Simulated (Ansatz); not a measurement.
Abridged output of a molecular run in Ansatz:

```
Functional definition: HF
1651 factors; integrals over basis functions are off by at most 9.0e-4 eV
mean field evaluation 1: about -30397.3704 eV, gradient 2.8e1 eV
mean field evaluation 2: about -30397.6945 eV, gradient 2.8e1 eV
mean field evaluation 4: about -30400.7072 eV, gradient 4.5e0 eV
mean field evaluation 8: about -30400.7915 eV, gradient 3.4e-1 eV
mean field -30400.79255457 eV, -1117.2085199831 hartree, gradient 9.2e-6 eV, S^2 0.000000; 0 other end points of the search recorded, 0 dependent functions left out; unrestricted orbitals would lower it
17 core orbitals not correlated: weight in the atoms' cores, before any rotation towards them, 1.000 or more for the frozen orbitals, at most 0.000 for the correlated occupied ones
reference -30400.79255457 eV, -1117.2085199831 hartree; 15, 15 occupied and 254, 254 virtual orbitals, 1651 factors
second order -20.81134295 eV of doubles, -0.00000000 eV of singles
cycle   1  -21.85395936 eV  change    -1.0e0 eV  update   1.1e-1
cycle   2  -22.52443940 eV  change   -6.7e-1 eV  update   3.5e-2
cycle   3  -22.64548252 eV  change   -1.2e-1 eV  update   1.6e-2
cycle   4  -22.63704557 eV  change    8.4e-3 eV  update   4.3e-3
cycle   5  -22.63654268 eV  change    5.0e-4 eV  update   1.9e-3
cycle   6  -22.63657962 eV  change   -3.7e-5 eV  update   4.6e-4
cycle   7  -22.63647625 eV  change    1.0e-4 eV  update   2.0e-4
cycle   8  -22.63649753 eV  change   -2.1e-5 eV  update   7.3e-5
cycle   9  -22.63650596 eV  change   -8.4e-6 eV  update   3.1e-5
perturbative correction -1.00541524 eV, -0.0369483285 hartree
Total energy: -30424.43447577 eV, -1118.0773445622 hartree
```

Its atoms:

Z-matrix (Å, degrees):
```
Si
C 1 1.872
H 1 1.486 2 111.4
H 1 1.485 2 107.4 3 119.2
H 1 1.486 2 111.4 3 -121.6
C 2 1.331 1 125.4 3 61.4
H 2 1.090 1 116.9 3 -118.7
Cl 6 1.749 2 120.0 1 180.0
Si 6 1.874 2 128.0 1 -0.0
H 9 1.483 6 109.1 2 119.8
H 9 1.483 6 109.0 2 -120.4
H 9 1.485 6 108.7 2 -0.4
```

(1) Which basis set was used?
A. cc-pV(Q+d)Z
B. def2-TZVPPD
C. def2-TZVPP
D. def2-SVP

(2) Write the keys of the input that set method, charge and spin (a neutral closed shell needs none for the last two).

## Answers

(1) C. It gives 286 functions.

(2) 
```yaml
correlation: {method: ccsd_t}
```
